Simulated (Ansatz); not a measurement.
Cost and result for the atomization energy of C₂H₆FNSi, SMILES `C/C(F)=N/[SiH3]` (11 atoms, 10 bonds).

```xyz
11

C    -1.1733    0.8794   -1.4057
C    -0.3492    0.4776   -0.2384
F    -0.3126    1.4912    0.6728
N     0.2397   -0.5959   -0.0594
Si    1.2188   -1.1576    1.2569
H    -0.7541    1.7801   -1.8601
H    -2.1852    1.1250   -1.0752
H    -1.2039    0.0735   -2.1339
H     1.3857   -0.1916    2.3750
H     2.5519   -1.4872    0.6951
H     0.5822   -2.3944    1.7730
```

Charge 0, multiplicity 1. Geometry: relaxed with PBE0-D4/def2-TZVP. Program: Ansatz. All runs use 4 threads of an Intel Xeon 6975P-C on a shared host. Times are those of one run each, without the atoms' runs, and a repeat can differ threefold. Electronic energies, without spin–orbit coupling; frozen cores. CCSD(T)/CBS adds CCSD(T) − MP2 in def2-TZVPP to the MP2 limit, and its time is that of the two runs behind it. T1 = 0.013. B3LYP takes the VWN-RPA correlation (the form of Gaussian; ORCA's B3LYP/G). HSE06 is the plane-wave form, built on full-range PBE exchange.

CCSD(T)/CBS is a level of theory with its own doubt, some kJ/mol a heavy atom from the limit and from the frozen cores, so smaller differences don't rank the functionals.

```tsv
level	functions	wall time
LDA (SPW92)/def2-TZVPP	250	0.9 s
revPBE-D4/def2-TZVPP	250	1.1 s
PBE-D4/def2-TZVPP (with forces)	250	1.3 s
PBE0-D4/def2-TZVPP	250	1.4 s
HSE06-D4/def2-TZVPP	250	1.6 s
CAM-B3LYP-D4/def2-TZVPP	250	1.7 s
r2SCANh-D4/def2-TZVPP	250	2.1 s
B3LYP-D4/def2-TZVPP (with forces)	250	2.2 s
CCSD(T)/def2-SVP	104	2.4 s
ωB97X-V/def2-TZVPP	250	3.2 s
MP2/def2-QZVPP	478	11 s
CCSD(T)/def2-TZVPP	250	36 s
CCSD(T)/CBS(def2)	–	47 s
```

Question: What atomization energy does each give, and how far from CCSD(T)/CBS? (An estimate is asked.)

Answer: Ansatz gave: 
```csv
level,atomization (kcal/mol),difference from CCSD(T)/CBS,per bond
LDA (SPW92)/def2-TZVPP,1128.8,148.0,14.8
revPBE-D4/def2-TZVPP,980.3,-0.5,-0.1
PBE-D4/def2-TZVPP (with forces),1004.9,24.1,2.4
PBE0-D4/def2-TZVPP,983.5,2.7,0.3
HSE06-D4/def2-TZVPP,984.2,3.4,0.3
CAM-B3LYP-D4/def2-TZVPP,990.2,9.4,0.9
r2SCANh-D4/def2-TZVPP,976.8,-4.0,-0.4
B3LYP-D4/def2-TZVPP (with forces),985.5,4.7,0.5
CCSD(T)/def2-SVP,926.3,-54.5,-5.5
ωB97X-V/def2-TZVPP,987.8,7.0,0.7
MP2/def2-QZVPP,985.7,4.9,0.5
CCSD(T)/def2-TZVPP,954.4,-26.4,-2.6
CCSD(T)/CBS(def2),980.8,0.0,0.0
```

The D4 term adds +7.5 kcal/mol with B3LYP and +4.0 kcal/mol with PBE0; it sums over pairs of atoms, weighted by their polarisabilities, and B3LYP, whose exchange is more repulsive, gets the larger term. In def2-TZVPP, CCSD(T) changes the Hartree–Fock value by +248.2 kcal/mol (the triples alone add +15.4 kcal/mol) and MP2 by +263.7 kcal/mol; breaking electron pairs costs correlation energy, which Hartree–Fock lacks. From r2SCAN to r2SCAN0 (25 % exact exchange), in def2-TZVPP and without D4, the atomization energy moves by −18.1 kcal/mol: exact exchange takes away binding that semilocal exchange gives to molecules.
